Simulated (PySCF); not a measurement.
# Radial density of Sc⁺ (scandium, charge +1)

UHF, [Ar] 3d1 4s1, high-spin 3D determinant. Computed with PySCF 2.14 in cc-pVDZ-DK (6s5p3d1f, 43 functions), with scalar relativity by spin-free X2C-1e.

```csv
r (bohr),4πr²ρ (e/bohr),4πr²(ρα − ρβ)
0.00131,0.1678,0.0001
0.00220,0.4305,0.0002
0.00370,1.081,0.0004
0.00622,2.618,0.0011
0.0105,5.953,0.0024
0.0176,12.10,0.0048
0.0296,20.30,0.0073
0.0498,24.88,0.0061
0.0838,20.56,-0.0005
0.141,19.41,0.0069
0.237,26.40,0.0445
0.399,14.84,0.1279
0.671,7.085,0.4417
1.13,8.071,0.5832
1.90,2.024,0.4976
3.19,0.4728,0.4418
5.37,0.08869,0.0887
9.03,0.0006662,0.0006
```

Densities and radii are taken from the X2C orbitals without a picture-change correction, which distorts them close to the nucleus.
